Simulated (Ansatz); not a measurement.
Reaction (formal exchange of groups at the Si–C bond): `O[SiH2]C#C[SiH3]` + `C=CC[SiH3]` → `[SiH3]/C=C/C[SiH3]` + `C#C[SiH2]O`

Program: Ansatz. Geometries: PBE0-D4/def2-TZVP. ΔE: electronic, gas phase. CBS: MP2 limit from def2 TZ/QZ plus the TZ coupled-cluster correction, frozen cores. DFT in def2-TZVPP. Each species was taken in one conformer, which may not be the lowest.

`O[SiH2]C#C[SiH3]`:

```xyz
11

O    -1.106   -0.952    2.710
Si    0.269   -0.241    2.163
C     0.225   -0.020    0.346
C     0.189    0.140   -0.858
Si    0.140    0.372   -2.668
H    -1.943   -0.551    2.474
H     0.475    1.104    2.757
H     1.375   -1.150    2.527
H     0.493    1.776   -2.990
H     1.111   -0.550   -3.305
H    -1.229    0.075   -3.156
```

`C=CC[SiH3]`:

```xyz
12

C    -0.760    1.454    1.226
C    -0.688    0.861    0.041
C    -0.539   -0.604   -0.185
Si    1.209   -1.036   -0.749
H    -0.744    0.883    2.149
H    -0.838    2.531    1.314
H    -0.704    1.480   -0.855
H    -1.232   -0.953   -0.957
H    -0.754   -1.166    0.729
H     2.182   -0.731    0.332
H     1.302   -2.481   -1.092
H     1.566   -0.238   -1.953
```

`[SiH3]/C=C/C[SiH3]`:

Cartesian coordinates in Å:
```
Si -0.106 1.993 -1.976
C 0.610 0.750 -0.804
C -0.031 -0.367 -0.451
C 0.460 -1.386 0.515
Si -0.417 -1.209 2.178
H 0.766 2.175 -3.170
H -1.445 1.520 -2.420
H -0.251 3.327 -1.330
H 1.597 0.927 -0.377
H -1.021 -0.558 -0.866
H 0.268 -2.400 0.148
H 1.536 -1.287 0.682
H -0.005 -2.306 3.096
H -1.890 -1.276 1.982
H -0.071 0.099 2.792
```

`C#C[SiH2]O`:

Cartesian coordinates in Å:
```
C 0.553 -0.260 2.073
C 0.105 -0.203 0.954
Si -0.574 -0.091 -0.740
O 0.597 0.286 -1.827
H 0.947 -0.316 3.062
H -1.653 0.928 -0.710
H -1.107 -1.406 -1.153
H 1.133 1.062 -1.657
```

**Question.** Is it downhill or uphill in electronic energy at CCSD(T)/CBS, and by how much? (Best estimate.)

**Answer.** Computed: Uphill: ΔE = +32.0 kJ/mol.

**Question.** What do these levels give: r2SCAN-D4, ωB97X-V, ωB97M-V, PBE, r2SCAN, PBE0, HF/def2-TZVPP, SCS-MP2/def2-TZVPP, CCSD/def2-TZVPP, CCSD(T)/def2-TZVPP, MP2/CBS(def2), CCSD/CBS(def2)? (An estimate is asked.)

**Answer.** Computed: r2SCAN-D4 33.5, ωB97X-V 31.1, ωB97M-V 30.6, PBE 33.3, r2SCAN 34.1, PBE0 33.0, HF/def2-TZVPP 38.1, SCS-MP2/def2-TZVPP 34.6, CCSD/def2-TZVPP 32.8, CCSD(T)/def2-TZVPP 32.2, MP2/CBS(def2) 32.8, CCSD/CBS(def2) 32.6 kJ/mol.

Largest T1 diagnostic among the species: 0.012.

The D4 term adds −3.3 kJ/mol with B3LYP and −1.9 kJ/mol with PBE0; it sums over pairs of atoms, weighted by their polarisabilities, and B3LYP, whose exchange is more repulsive, gets the larger term. In def2-TZVPP, CCSD(T) changes the Hartree–Fock value by −5.9 kJ/mol (the triples alone add −0.5 kJ/mol) and MP2 by −5.1 kJ/mol.

B3LYP here is the variant with VWN-RPA as its local correlation; programs differ in this.
